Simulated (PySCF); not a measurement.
dihydroxy(hydroxysilyl)silane (H₆O₃Si₂), SMILES O[SiH2][SiH](O)O.

Geometry: ωB97X-D3(BJ)/def2-SVP. The values are those of a single conformer.

All values below come from TDA-M06-2X/def2-SVPD run with PySCF.

Vertical excitations. 

Computed excitation energies, oscillator strengths and character:
```json
[
 {"state": "S1", "energy (eV)": "6.23", "λ (nm)": "199", "f": "0.019", "main pairs": "HOMO→LUMO 88 %"},
 {"state": "S2", "energy (eV)": "6.97", "λ (nm)": "178", "f": "0.033", "main pairs": "HOMO→LUMO+1 66 %, HOMO−1→LUMO 12 %"},
 {"state": "S3", "energy (eV)": "7.03", "λ (nm)": "176", "f": "0.007", "main pairs": "HOMO−1→LUMO 78 %"},
 {"state": "S4", "energy (eV)": "7.79", "λ (nm)": "159", "f": "0.143", "main pairs": "HOMO→LUMO+2 86 %"},
 {"state": "S5", "energy (eV)": "7.91", "λ (nm)": "157", "f": "0.047", "main pairs": "HOMO→LUMO+3 71 %"},
 {"state": "S6", "energy (eV)": "8.01", "λ (nm)": "155", "f": "0.002", "main pairs": "HOMO−2→LUMO 63 %, HOMO−3→LUMO+1 15 %"},
 {"state": "S7", "energy (eV)": "8.16", "λ (nm)": "152", "f": "0.029", "main pairs": "HOMO−3→LUMO+1 44 %, HOMO−3→LUMO 15 %, HOMO−2→LUMO 11 %"},
 {"state": "S8", "energy (eV)": "8.42", "λ (nm)": "147", "f": "0.003", "main pairs": "HOMO−3→LUMO 30 %, HOMO−2→LUMO+1 20 %, HOMO−3→LUMO+1 16 %, HOMO→LUMO+5 7 %"},
 {"state": "S9", "energy (eV)": "8.50", "λ (nm)": "146", "f": "0.037", "main pairs": "HOMO−1→LUMO+2 33 %, HOMO→LUMO+5 31 %, HOMO−3→LUMO 5 %, HOMO−1→LUMO+3 5 %"},
 {"state": "S10", "energy (eV)": "8.56", "λ (nm)": "145", "f": "0.007", "main pairs": "HOMO→LUMO+4 32 %, HOMO−1→LUMO+1 18 %, HOMO→LUMO+5 11 %, HOMO−2→LUMO+1 10 %"},
 {"state": "T1", "energy (eV)": "5.67", "λ (nm)": "218", "f": "0", "main pairs": "HOMO→LUMO 81 %"},
 {"state": "T2", "energy (eV)": "6.29", "λ (nm)": "197", "f": "0", "main pairs": "HOMO→LUMO+1 62 %, HOMO→LUMO+3 21 %"},
 {"state": "T3", "energy (eV)": "6.72", "λ (nm)": "185", "f": "0", "main pairs": "HOMO−1→LUMO 87 %"},
 {"state": "T4", "energy (eV)": "7.35", "λ (nm)": "169", "f": "0", "main pairs": "HOMO→LUMO+2 27 %, HOMO→LUMO+3 23 %, HOMO→LUMO+8 12 %, HOMO→LUMO+4 11 %"}
]
```
Triplets are in the Tamm–Dancoff approximation.
